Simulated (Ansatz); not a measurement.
Geometry optimisation, Ansatz, RKS PBE/def2-SVP.

Input:

```yaml
crystal:
  periodic: [false, false, false]
  atoms:
    - { symbol: Ta, position_ang: [-0.560104, -0.366473, 0.270315] }
    - { symbol: Cl, position_ang: [2.8411, -1.08236, -0.93804] }
    - { symbol: Cl, position_ang: [0.471054, 1.218821, 1.659944] }
    - { symbol: O, position_ang: [0.11473, 0.403504, -1.29619] }
    - { symbol: H, position_ang: [0.968893, 0.285857, -1.777291] }
    - { symbol: F, position_ang: [-2.28689, 0.249751, 0.631892] }
    - { symbol: Cl, position_ang: [-1.308066, -2.351383, -0.761201] }
    - { symbol: S, position_ang: [0.47707, -1.878245, 1.955394] }
    - { symbol: H, position_ang: [0.072428, -3.06404, 1.414688] }
    - { symbol: H, position_ang: [2.406185, -1.529832, 0.256788] }
basis:
  gaussian: { orbitals: def2-SVP }
hamiltonian:
  xc: pbe
relax:
  f_tol: 0.03
  max_steps: 50
output:
  orbitals: {}
```

Command:

```bash
$ ansatz run input.yaml --threads 4 --pin off --max-ram 5120MiB --backend cpu --events-out ev --progress --plain --runs-dir out
```

Question: Where does it end, and by what steps?

Answer: The forces met the threshold. After 9 steps the energy has fallen by 0.178 eV; H5 moved furthest, 0.52 Å.

| step | energy less start (eV) | largest force component (eV/Å) | accepted |
| --- | --- | --- | --- |
| 0 | 0.0000 | 0.646 | yes |
| 1 | -0.0668 | 0.702 | yes |
| 2 | -0.0947 | 0.383 | yes |
| 3 | -0.1170 | 0.320 | yes |
| 4 | -0.1501 | 0.241 | yes |
| 5 | -0.1537 | 0.427 | yes |
| 6 | -0.1674 | 0.277 | yes |
| 7 | -0.1737 | 0.218 | yes |
| 8 | -0.1775 | 0.061 | yes |
| 9 | -0.1779 | 0.028 | yes |

```xyz
10
Properties=species:S:1:pos:R:3
Ta -0.710 -0.322 0.304
Cl 3.052 -1.069 -0.952
Cl 0.206 1.240 1.795
O 0.217 0.180 -1.228
H 1.160 -0.065 -1.440
F -2.413 0.467 0.495
Cl -1.712 -2.285 -0.513
S 0.683 -1.811 1.683
H 0.335 -3.011 1.134
H 2.378 -1.438 0.138
```

Whether the end is a true minimum wasn't checked by a vibrational analysis.

Time of the run: 31 s on 4 threads of Arm Neoverse V1 (shared host), peak memory 0.24 GiB.
